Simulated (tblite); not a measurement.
C5H3F2O (charge +1).
Atom-mapped SMILES: `[CH:1]#[C:2][C@H:3]([C:4]#[O+:5])[CH:6]([F:7])[F:8]` (hydrogens: H9 on C1; H10 on C3; H11 on C6)
Bond orders are those of one Lewis drawing.

Computed with GFN2-xTB (tblite), gas phase: nudged elastic band of 9 images (0 to 8), spring 0.2 eV/Å², climbing image at the end, force threshold 0.05 eV/Å. The top image wasn't refined or checked by frequencies; at this threshold it can lie a kcal/mol or more above the true saddle point of the method.

The band describes a rotation about C3–C6 (propargylic carbon, CHF2 carbon), followed by the dihedral C2–C3–C6–F7, from the optimised start (-74°) to a second optimised geometry at 59°.

**Question.** How does the energy change from image to image?

**Answer.** 
```csv
image,dihedral (°),E (kcal/mol),C3–C6 (Å),C2···F7 (Å),largest true force (eV/Å)
0,-74,0.00,1.596,3.01,0.01
1,-57,0.38,1.595,2.85,0.03
2,-41,1.21,1.599,2.73,0.05
3,-25,2.16,1.604,2.66,0.04
4,-8,2.76,1.607,2.63,0.03
5,9,2.68,1.606,2.64,0.04
6,26,2.03,1.603,2.68,0.05
7,42,1.24,1.598,2.77,0.05
8,59,0.67,1.596,2.87,0.01
```

Barriers of this band. The top is image 4 at -8°: 2.76 kcal/mol forward and 2.09 kcal/mol back; the end lies 0.67 kcal/mol above the start. The central bond is 0.011 Å longer at the top than at the start.

**Question.** What rate follows at 298 K for crossing this barrier forward?

**Answer.** Taking the electronic barrier for the free energy of activation (no zero-point or entropy terms, transmission 1), rate = (kT/h)·exp(−ΔE/kT) ≈ 6 × 10^10 s⁻¹, whose inverse is 2 × 10^-11 s. An error of 1 kcal/mol in the barrier changes this by a factor of 5, and the method and the loose band can each miss by that much or more.

**Question.** How would the two end points share their population at 298 K, from these energies alone?

**Answer.** exp(−ΔE/kT) with ΔE = 0.029 eV gives 0.32 for the higher one (end) against 1 for the lower, without vibrational, rotational or degeneracy terms. GFN2-xTB can put conformers this close in the wrong order.

**Question.** How long is the path, and how are the images spaced?

**Answer.** Cartesian distances between aligned neighbours (all atoms, Å): 0.58, 0.55, 0.54, 0.55, 0.54, 0.54, 0.55, 0.62; the sum is 4.47 Å, and the top lies 50 % of the way along.

The cost below is that of the whole band run. Hardware: one thread, Intel Xeon at 2.50 GHz (x86_64), no GPU, on a shared host. Cost: 6.2 s, 0.18 GiB resident at most.
